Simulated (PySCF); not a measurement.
SMILES c1ccc(cc1F)B (C₆H₆BF) (GFN2-xTB optimised geometry):

```
14

B      2.429    -0.122     0.001
C      0.881    -0.114     0.001
C      0.140    -1.304     0.000
C     -1.243    -1.304     0.000
C     -1.941    -0.108     0.000
C     -1.217     1.073     0.000
F     -1.889     2.246     0.000
C      0.162     1.089     0.001
H      3.007    -1.137    -0.004
H      3.019     0.887     0.008
H      0.668    -2.246     0.000
H     -1.787    -2.237     0.000
H     -3.019    -0.078     0.000
H      0.678     2.036     0.001
```

Calculation: B3LYP/def2-TZVP (PySCF).

Question: What are the frontier orbital energies and the dipole moment?

Answer: HOMO-2 -9.16 eV, HOMO-1 -7.79 eV, HOMO -7.25 eV, LUMO -2.41 eV, LUMO+1 -0.65 eV; dipole moment 1.56 D.

On the same geometry PBE/def2-TZVP (PySCF) gives HOMO-2 -7.85 eV, HOMO-1 -7.06 eV, HOMO -6.45 eV, LUMO -3.10 eV, LUMO+1 -1.40 eV; dipole moment 1.58 D.

Meta-Löwdin charges at B3LYP/def2-TZVP: B1 -0.02, C2 -0.08, C3 -0.09, C4 -0.11, C5 -0.13, C6 0.29, F7 -0.28, C8 -0.12, H9 0.01, H10 0.01, H11 0.12, H12 0.12, H13 0.14, H14 0.13.
